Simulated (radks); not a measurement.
Results of a calculation; reference values are marked as such.
Question: The erbium ion Er25+, 43 electrons, occupied as [Kr] 4d7. Code: a radial shooting solver on a logarithmic mesh with Libxc functionals. Model: non-relativistic Kohn-Sham, LB94 model potential, spin-polarised, spherical densities, point nucleus; open shells are filled with parallel spins first (spin-orbit coupling, left out, can overturn this in heavy ions); relativity is left out, which matters for an element this heavy. Some entries of the table are withheld. Estimate them.

| orbital | occ. | eigenvalue (eV) | <r^2> (bohr^2) | r(max) (bohr) |
|---|---|---|---|---|
| 1s down | 1 | -54422.06 | 0.0006630 | 0.01478 |
| 1s up | 1 | -54421.94 | 0.0006630 | 0.01478 |
| 2s up | 1 | -9484.757 | 0.01046 | 0.08076 |
| 2s down | 1 | -9483.755 | 0.01046 | 0.08075 |
| 2p up | 3 | -9095.923 | 0.007758 | 0.06277 |
| 2p down | 3 | -9095.431 | 0.007755 | 0.06277 |
| 3s up | 1 | -2756.185 | 0.06595 | 0.2232 |
| 3s down | 1 | -2756.124 | 0.06598 | 0.2233 |
| 3p up | 3 | -2579.877 | 0.06130 | 0.2109 |
| 3p down | 3 | -2579.414 | 0.06134 | 0.2110 |
| 3d up | 5 | -2251.300 | (1) | 0.1673 |
| 3d down | 5 | -2249.907 | (2) | 0.1674 |
| 4s up | 1 | -1111.325 | 0.2888 | (3) |
| 4s down | 1 | -1107.178 | 0.2886 | (4) |
| 4p up | 3 | -1037.866 | (5) | 0.4880 |
| 4p down | 3 | -1033.788 | (6) | 0.4876 |
| 4d up | 5 | -906.0756 | 0.2949 | 0.4781 |
| 4d down | 2 | -902.3513 | 0.2945 | 0.4773 |

Answer: 
(1) 3d up <r^2> (bohr^2): 0.04825
(2) 3d down <r^2> (bohr^2): 0.04830
(3) 4s up r(max) (bohr): 0.4887
(4) 4s down r(max) (bohr): 0.4884
(5) 4p up <r^2> (bohr^2): 0.2928
(6) 4p down <r^2> (bohr^2): 0.2926
